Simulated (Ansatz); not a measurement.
**Relaxing a trial structure of BGaH2SeSn**

The starting geometry of this gas-phase singlet was optimised with GFN2-xTB.

```yaml
atoms:
  - { symbol: B, position_ang: [0.7734, -0.0996, 0.3865] }
  - { symbol: Ga, position_ang: [0.0688, 0.3136, -2.0838] }
  - { symbol: Se, position_ang: [0.2824, -0.4562, 2.2826] }
  - { symbol: Sn, position_ang: [-1.6360, -0.2432, 0.7259] }
  - { symbol: H, position_ang: [1.3037, -1.0043, -0.2072] }
  - { symbol: H, position_ang: [1.2358, 0.9874, 0.1488] }
```

Problem. Where would you expect an optimisation with B3LYP-D3(BJ)/def2-SVP to take it?

Solution. A new bond forms, giving a structure given below by its coordinates. Contacts that close: B1–Ga2 (2.60 → 2.26 Å).

The energy falls by 0.31 eV over 8 steps:

| step | E − E(last) (eV) |
| --- | --- |
| 1 | 0.314 |
| 2 | 0.083 |
| 3 | 0.031 |
| 4 | 0.007 |
| 5 | 0.004 |
| 6 | 0.000 |
| 7 | 0.000 |
| 8 | 0.000 |

Final geometry (Å):

```xyz
6

B     0.7140   -0.0946    0.3421
Ga    0.3095    0.2819   -1.8482
Se    0.3323   -0.4537    2.2837
Sn   -1.7041   -0.2544    0.7731
H     1.2229   -1.0027   -0.3293
H     1.1533    1.0211    0.0314
```

Frequencies at the end are all real (lowest 83 cm⁻¹). Atoms past krypton carry core potentials, without spin–orbit terms. Run with Ansatz 0.2.0, 32 s on 2 threads of Arm Neoverse V1, on a shared host.
